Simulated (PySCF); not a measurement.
C2H5InO2, SMILES CC(=O)[O][InH2].

Geometry: B3LYP-D3(BJ)/def2-SVP. The def2 effective core potentials stand for the cores of In; spin–orbit coupling is left out.

These are PySCF with PBE/def2-TZVP values and carry that method's errors.

Gas-phase values at a fixed geometry.

The total energy is -419.68148 hartree and the highest occupied level is -6.72 eV. The lowest empty level is -1.66 eV and the orbital gap is 5.06 eV. The dipole moment comes out as 0.23 D and the quadrupole, principal values (traceless, Buckingham form, about the centre of nuclear charge) is -5.12, -3.64, 8.76 D·Å. The mean static polarisability comes out as 67.7 bohr³ (10.03 Å³) and the polarisability, principal values is 54.2, 61.5, 87.3 bohr³.
